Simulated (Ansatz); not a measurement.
Gas-phase electronic energies from Ansatz, PBE0-D4/def2-TZVP geometries. CCSD(T)/CBS adds triple-zeta CCSD(T) − MP2 to the extrapolated MP2 energy (def2 sets, frozen cores). This one scheme is used for every species, atoms too. Functionals use def2-TZVPP. B3LYP here is the variant with VWN-RPA as its local correlation; programs differ in this. HSE06 is defined as in plane-wave codes. Open shells (•) are unrestricted, without spin–orbit coupling. Spin–orbit coupling would lower the free atoms: a little for F. def2 core potentials past Kr. For Sn outer-core shells are correlated without core-valence functions, so the limit isn't a true one: a few kJ/mol of doubt a bond, and 10 to 20 or more in all where bonds break to atoms. One conformer a species, not always the lowest.

`[NH2][SnH]([F])[Cl]` → F• + `[NH2][SnH][Cl]`•  (homolysis of the F–Sn bond)

```
             level  ΔE (kcal/mol)  difference from CCSD(T)/CBS
       LDA (SPW92)          133.8                         13.2
            PBE-D4          115.7                         -4.9
         revPBE-D4          110.6                        -10.0
           BLYP-D4          111.8                         -8.8
         r2SCAN-D4          112.9                         -7.7
            B97M-V          115.6                         -5.0
           PBE0-D4          112.0                         -8.6
          B3LYP-D4          111.2                         -9.4
        r2SCANh-D4          111.2                         -9.4
          HSE06-D4          111.9                         -8.7
          BHLYP-D4          106.7                        -13.9
      CAM-B3LYP-D4          115.8                         -4.8
           ωB97X-V          118.1                         -2.5
           ωB97M-V          116.2                         -4.4
            B2PLYP          114.0                         -6.6
          PBE-QIDH          114.6                         -6.0
            revPBE          109.2                        -11.4
              BLYP          110.6                        -10.0
            r2SCAN          112.7                         -7.9
              PBE0          111.5                         -9.1
             B3LYP          110.3                        -10.3
           r2SCANh          111.0                         -9.6
           r2SCAN0          108.6                        -12.0
             BHLYP          106.0                        -14.6
         CAM-B3LYP          115.3                         -5.3
           LC-ωPBE          118.8                         -1.8
RPA@PBE/def2-TZVPP          103.9                        -16.7
       HF/def2-SVP           77.4                        -43.2
      MP2/def2-SVP          117.1                         -3.5
     CCSD/def2-SVP          108.1                        -12.5
  CCSD(T)/def2-SVP          108.9                        -11.7
     HF/def2-TZVPP           80.3                        -40.3
    MP2/def2-TZVPP          122.7                          2.1
SCS-MP2/def2-TZVPP          119.3                         -1.3
   CCSD/def2-TZVPP          112.3                         -8.3
     HF/def2-QZVPP           81.3                        -39.3
    MP2/def2-QZVPP          126.4                          5.8
SCS-MP2/def2-QZVPP          123.1                          2.5
      HF/CBS(def2)           81.4                        -39.2
     MP2/CBS(def2)          128.6                          8.0
       CCSD(T)/CBS          120.6                            0
```

Largest T1 diagnostic among the species: 0.017.

Leaving LDA and LC-ωPBE aside and taking each functional with its dispersion term where it has one, the values spread over 11.4 kcal/mol, from BHLYP-D4 to ωB97X-V. LDA lies +18.7 kcal/mol from PBE without D4, its usual overbinding. From BLYP to BHLYP (50 % exact exchange), in def2-TZVPP and without D4, ΔE moves by −4.6 kcal/mol: exact exchange takes away binding that semilocal exchange gives to molecules.

CCSD(T)/CBS has its own doubt, a few kJ/mol and more with outer-core shells, so smaller differences from it don't rank the levels.
